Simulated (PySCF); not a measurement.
# Polarisability and C₆ of Cu (copper, neutral)

[Ar] 3d9 4s2, 2D determinant (an excited configuration). Computed with PySCF 2.14 in aug-cc-pVTZ-PP with ECP10MDF, with scalar relativity through the core potential. Coupled (time-dependent) response in atomic units; α is the mean over directions.

```tsv
method	mean α (bohr³)	α xx, yy, zz	C₆ (like pair)	S(−4)
HSE06	43.62	44.06, 44.06, 42.75	329.4	984.1
r2SCANh	42.88	43.23, 43.23, 42.16	339.5	839.3
```

S(−4) is the Cauchy moment in α(ω) = α(0) + S(−4) ω² + …

α(iu) at HSE06:

| u (hartree) | α(iu) (bohr³) |
| --- | --- |
| 0 | 43.62 |
| 0.0500 | 41.31 |
| 0.100 | 35.76 |
| 0.200 | 23.86 |
| 0.300 | 15.96 |
| 0.500 | 8.513 |
| 0.750 | 5.013 |
| 1.00 | 3.474 |
| 1.50 | 2.103 |
| 2.00 | 1.469 |
| 3.00 | 0.8628 |
| 5.00 | 0.4176 |

The components differ because the open shell of this determinant is not spherical; for a pure term their mean is the scalar polarisability.

Energies and moments cover only the electrons outside the core potential.
